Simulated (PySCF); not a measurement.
How methods differ on the ionisation energy of Pb²⁺

Pb²⁺ [Xe] 4f14 5d10 6s2 (1S) → Pb³⁺ [Xe] 4f14 5d10 6s1 (2S), as a difference of total energies. Computed with PySCF 2.14 in aug-cc-pVTZ-PP with one added diffuse shell each of d, f type with ECP60MDF (6s5p5d3f, 67 functions), with scalar relativity through the core potential. Correlated levels: valence: 5s2 5p6 5d10 frozen. The calculations carry no spin-orbit coupling.

```
           method  ionisation energy (eV)  error (eV)
              UHF                  29.771      -2.166
              LDA                  32.614      +0.677
              PBE                  32.102      +0.165
             PBE0                  31.754      -0.183
           r2SCAN                  31.847      -0.090
            wB97X                  31.732      -0.205
            M06-L                  31.495      -0.442
           revPBE                  31.944      +0.007
          LC-wPBE                  31.555      -0.382
    MP2 (valence)                  30.324      -1.613
SCS-MP2 (valence)                  30.434      -1.503
```

Reference: 31.937 eV (measured; NIST Atomic Spectra Database, ionization energies).

Errors of the correlated levels include the incompleteness of this basis and the frozen core.

MP2 underrates the near-degeneracy of ns² with np² in the lower species.
